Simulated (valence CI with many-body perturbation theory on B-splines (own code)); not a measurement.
# Bi II: electric-dipole lines

Calculated by configuration interaction combined with many-body perturbation theory (CI+MBPT): four valence electrons over a frozen Dirac-Fock core [Xe] 4f14 5d10, a basis of 11 s, 11 p, 9 d, 7 f, 5 g, 2 h, 1 i functions for each j, with the one-electron correlation potential Σ1, the two-electron term Σ2, the three-electron term Σ3, Breit, model QED; selected CI, second order for the rest, scaled by the run's own slope (own B-spline code, finite nucleus).

Against 25 measured levels this calculation errs by 192 cm⁻¹ on average and by 582 at most. These come from a selection out of the NIST Handbook of Basic Atomic Spectroscopic Data. Levels without a partner in it may be off by more. Among the levels kept, up to 260 cm⁻¹ of a level comes from second order outside the variational space, and about a tenth of that is noise between levels of different J, which matters for small intervals.

Lines 101 to 150 of 233 in falling wavelength, among levels below 114682 cm⁻¹, chosen from the strongest by gf and those to the six lowest levels. Wavelengths and rates use the calculated energies, so an error of 200 cm⁻¹ moves a line at 6014 Å by 1.2 % and its rate by three times that or more. Electric multipoles are in the length gauge, E1 and E2 with the static RPA response of the core. Weak lines are less certain than strong ones. Lines between different terms over intervals too small for the method are left out, as are lines whose strength nearly cancels. Where a level lies close to another of its J and parity, the split of strength between their lines is uncertain. The highest levels of a list are the least certain.

Levels are named by their leading jj configuration (3d3/2^4 stands for four electrons in 3d with j = 3/2), which in mixed levels can hold well under half, so a name can repeat and another be missing. Letters in brackets count levels of one name in rising energy.

```tsv
λ vac (Å)	λ from measured levels	Upper	Lower	A (s⁻¹)	S (a.u.) with core polarisation	S without
6014	5975	(6s^2 6p1/2 7d3/2) J=2	(6s^2 6p1/2 7p3/2) J=2	1.77e+07	9.51e+00	9.58e+00
5951		(6s^2 6p1/2 8s) J=1 [b]	(6s^2 6p1/2 7p1/2) J=1	1.50e+07	4.67e+00	4.61e+00
5913		(6s^2 6p1/2 8s) J=0	(6s^2 6p1/2 7p1/2) J=1	2.91e+07	2.97e+00	2.94e+00
5814		(6s^2 6p3/2 7p1/2) J=2	(6s^2 6p3/2 7s) J=2	3.24e+07	1.57e+01	1.60e+01
5789	5721	(6s^2 6p1/2 7p1/2) J=0	(6s^2 6p1/2 7s) J=1	7.81e+07	7.48e+00	7.67e+00
5450		(6s^2 6p1/2 7d3/2) J=1 [a]	(6s^2 6p1/2 7p3/2) J=1	1.14e+07	2.74e+00	2.77e+00
5362		(6s^2 6p3/2 7p3/2) J=1	(6s^2 6p3/2 7s) J=1	4.69e+07	1.07e+01	1.09e+01
5350	5272	(6s^2 6p1/2 7p3/2) J=1	(6s^2 6p1/2 7s) J=1	3.64e+07	8.25e+00	8.38e+00
5294		(6s^2 6p1/2 8p3/2) J=1	(6s^2 6p3/2 7s) J=2	1.42e+07	3.12e+00	3.19e+00
5289	5211	(6s^2 6p1/2 7p3/2) J=2	(6s^2 6p1/2 7s) J=1	1.09e+08	3.97e+01	4.05e+01
5253		(6s^2 6p1/2 7d5/2) J=2	(6s^2 6p1/2 7p3/2) J=2	6.77e+06	2.42e+00	2.44e+00
5217		(6s^2 6p1/2 8p3/2) J=2	(6s^2 6p3/2 7s) J=2	1.53e+07	5.35e+00	5.44e+00
5217	5146	(6s^2 6p1/2 7p3/2) J=1	(6s^2 6p1/2 7s) J=0	7.75e+07	1.63e+01	1.66e+01
5216	5126	(6s^2 6p3/2 7p3/2) J=3	(6s^2 6p3/2 7s) J=2	1.01e+08	4.96e+01	5.05e+01
5195		(6s^2 6p1/2 7d5/2) J=2	(6s^2 6p1/2 7p3/2) J=1	8.76e+07	3.03e+01	3.05e+01
5140		(6s^2 6p1/2 7d5/2) J=3	(6s^2 6p1/2 7p3/2) J=2	7.63e+07	3.58e+01	3.61e+01
5081		(6s^2 6p3/2 7p3/2) J=1	(6s^2 6p3/2 7s) J=2	4.40e+07	8.55e+00	8.79e+00
5062		(6s^2 6p3/2 7p3/2) J=2	(6s^2 6p3/2 7s) J=1	6.59e+07	2.11e+01	2.15e+01
5058		(6s^2 6p1/2 7d3/2) J=1 [a]	(6s^2 6p1/2 7p1/2) J=0	2.81e+07	5.39e+00	5.44e+00
4811		(6s^2 6p3/2 7p3/2) J=2	(6s^2 6p3/2 7s) J=2	3.97e+07	1.09e+01	1.11e+01
4787		(6s^2 6p3/2 6d5/2) J=3	(6s^2 6p1/2 7p3/2) J=2	4.62e+06	1.75e+00	1.77e+00
4732	4707	(6s^2 6p1/2 7d3/2) J=2	(6s^2 6p1/2 7p1/2) J=1	1.18e+08	3.08e+01	3.10e+01
4725		(6s^2 6p1/2 7d3/2) J=1 [b]	(6s^2 6p1/2 7p1/2) J=0	3.25e+07	5.07e+00	5.10e+00
4431		(6s^2 6p3/2 7p3/2) J=0	(6s^2 6p3/2 7s) J=1	6.22e+07	2.67e+00	2.77e+00
4418		(6s^2 6p1/2 7d3/2) J=1 [a]	(6s^2 6p1/2 7p1/2) J=1	2.28e+07	2.92e+00	2.95e+00
4379	4342	(5f7/2 6s^2 6p1/2) J=3	(6s^2 6p1/2 6d5/2) J=3	1.78e+07	5.16e+00	5.24e+00
4350	4311	(5f5/2 6s^2 6p1/2) J=3	(6s^2 6p1/2 6d5/2) J=3	4.55e+06	1.29e+00	1.32e+00
4345		(5f5/2 6s^2 6p1/2) J=2	(6s^2 6p1/2 6d5/2) J=2	7.83e+06	1.58e+00	1.61e+00
4330	4303	(5f7/2 6s^2 6p1/2) J=3	(6s^2 6p1/2 6d5/2) J=2	1.15e+08	3.23e+01	3.29e+01
4301	4261	(5f7/2 6s^2 6p1/2) J=4	(6s^2 6p1/2 6d5/2) J=3	2.26e+08	8.00e+01	8.15e+01
4301	4273	(5f5/2 6s^2 6p1/2) J=3	(6s^2 6p1/2 6d5/2) J=2	3.31e+07	9.11e+00	9.27e+00
4089		(5f5/2 6s^2 6p1/2) J=2	(6s^2 6p1/2 6d3/2) J=1	1.14e+08	1.92e+01	1.96e+01
3931	3933	(6s^2 6p1/2 7s) J=1	(6s^2 6p3/2^2) J=0	2.44e+04	2.19e-03	2.09e-03
3922		(6s^2 6p1/2 9s) J=1	(6s^2 6p1/2 7p3/2) J=2	1.56e+07	1.40e+00	1.39e+00
3874		(6s^2 6p3/2 7p1/2) J=2	(6s^2 6p1/2 6d3/2) J=1	5.75e+07	8.25e+00	8.45e+00
3855		(5f5/2 6s^2 6p1/2) J=2	(6s^2 6p1/2 6d3/2) J=2	1.49e+07	2.11e+00	2.14e+00
3843	3817	(5f7/2 6s^2 6p1/2) J=3	(6s^2 6p1/2 6d3/2) J=2	3.35e+07	6.57e+00	6.72e+00
3820	3794	(5f5/2 6s^2 6p1/2) J=3	(6s^2 6p1/2 6d3/2) J=2	2.30e+08	4.43e+01	4.53e+01
3795	3812	(6s^2 6p3/2 7p3/2) J=3	(6s^2 6p1/2 6d5/2) J=2	9.41e+06	1.78e+00	1.84e+00
3662		(6s^2 6p3/2 7p1/2) J=2	(6s^2 6p1/2 6d3/2) J=2	9.92e+06	1.20e+00	1.24e+00
3410	3432	(5f7/2 6s^2 6p1/2) J=3	(6s 6p1/2^2 6p3/2) J=2	6.00e+07	8.22e+00	8.46e+00
2819	2804	(6s^2 6p1/2 7s) J=1	(6s^2 6p3/2^2) J=2	2.84e+06	9.44e-02	9.24e-02
2765		(6s^2 6p3/2 7p1/2) J=1	(6s^2 6p1/2 7s) J=0	9.31e+03	2.92e-04	1.22e-04
2755	2747	(6s^2 6p1/2 6d3/2) J=1	(6s^2 6p3/2^2) J=0	3.38e+05	1.05e-02	7.68e-03
2683		(6s^2 6p1/2 8p1/2) J=1	(6s^2 6p1/2 7s) J=0	8.23e+04	2.35e-03	1.04e-03
2575		(6s^2 6p1/2 8p3/2) J=1	(6s^2 6p1/2 7s) J=0	4.10e+06	1.04e-01	1.12e-01
2523		(6s^2 6p3/2 7p3/2) J=1	(6s^2 6p1/2 7s) J=0	1.88e+06	4.47e-02	4.98e-02
2408	2369	(6s 6p1/2^2 6p3/2) J=2	(6s^2 6p3/2^2) J=2	1.23e+06	4.25e-02	5.64e-02
2230	2215	(6s^2 6p1/2 6d3/2) J=2	(6s^2 6p3/2^2) J=2	1.78e+06	4.88e-02	4.31e-02
2177	2188	(6s^2 6p3/2 7s) J=1	(6s^2 6p3/2^2) J=0	4.44e+07	6.77e-01	6.51e-01
```
